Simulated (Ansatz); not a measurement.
Reaction (formal hydrolysis of the Si–C bond): `CC[SiH2]CS` + H₂O → `O[SiH2]CS` + `CC`

Isolated molecules relaxed with PBE0-D4/def2-TZVP in Ansatz; ΔE leaves out vibrations. CBS: MP2 limit from def2 TZ/QZ plus the TZ coupled-cluster correction, frozen cores. This one scheme is used for every species. Functionals use def2-TZVPP. Each species was taken in one conformer, which may not be the lowest.

```tsv
level	ΔE (eV)
ωB97X-V	-1.09
r2SCAN	-1.14
SCS-MP2/def2-TZVPP	-1.12
HF/CBS(def2)	-1.33
```

(1) What does CCSD(T)/CBS give? (Best estimate.)

Largest T1 diagnostic among the species: 0.011.

Results:

(1) Ansatz gave: -1.05 eV. The listed levels differ from it by -0.04, -0.09, -0.07, -0.28 eV.

In def2-TZVPP, CCSD(T) changes the Hartree–Fock value by +0.26 eV (the triples alone add +0.03 eV) and MP2 by +0.26 eV. The D4 term adds +0.11 eV with B3LYP and +0.07 eV with PBE0; it sums over pairs of atoms, weighted by their polarisabilities, and B3LYP, whose exchange is more repulsive, gets the larger term.

B3LYP here is the variant with VWN-RPA as its local correlation; programs differ in this.
